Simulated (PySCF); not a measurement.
Br: excitation energy

Br [Ar] 3d10 4s2 4p5 (2P) → Br [Ar] 3d10 4s2 4p4 4d1 (high-spin determinant), as a difference of total energies. Calculation: PySCF 2.14, in aug-cc-pVTZ-PP with one added diffuse shell each of s, d, f type with ECP10MDF (7s5p5d3f, 68 functions); scalar relativity through the core potential. Correlated levels: valence: 3s2 3p6 3d10 frozen. The calculations carry no spin-orbit coupling.

```csv
method,excitation energy (eV)
UHF,9.129
MP2 (valence),9.788
SCS-MP2 (valence),9.871
CCSD (valence),9.764
CCSD(T) (valence),9.782
```

Question: How much does correlation contribute at CCSD(T) (valence)?

Answer: 9.782 − (9.129) = 0.653 eV, measured against UHF.

The promoted electron is Rydberg-like, and one or two diffuse shells describe it only roughly, which tends to raise the upper state.

The determinant of the upper state mixes LS terms, which raises its energy above the lowest term, most at the Hartree-Fock and MP2 levels.
